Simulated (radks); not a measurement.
Question: Coherent X-ray form factor from a spherical all-electron density. All-electron calculation, scalar-relativistic Kohn-Sham, r2SCAN, spin-polarised, spherical densities, finite nucleus; meta-GGA in the generalised Kohn-Sham scheme; Fermi nuclear charge, rms radius of each element as measured or else 0.836 A^(1/3) + 0.57 fm. Program: a radial shooting solver on a logarithmic mesh with Libxc functionals.

| sin(theta)/lambda (1/angstrom) | f0 (electrons) |
|---|---|
| 0.05 | 40.588 |
| 0.1 | 39.411 |
| 0.15 | 37.626 |
| 0.2 | 35.448 |
| 0.25 | 33.096 |
| 0.3 | 30.753 |
| 0.4 | 26.560 |
| 0.5 | 23.291 |
| 0.6 | 20.836 |
| 0.8 | 17.291 |
| 1 | 14.412 |
| 1.25 | 11.282 |
| 1.5 | 8.881 |
| 2 | 6.256 |

The species is in the configuration that NIST lists as its ground one. Which atom or ion scatters so?

Answer: The rhodium ion Rh4+, [Kr] 4d5. Extrapolating in s^2 from the first two rows gives f0(0) = 41.0, near the electron count 41; among species with that count, the fall with angle is slower the higher Z, and the table is that of Z = 45; from so few rows the species is fixed only to a neighbour or two.
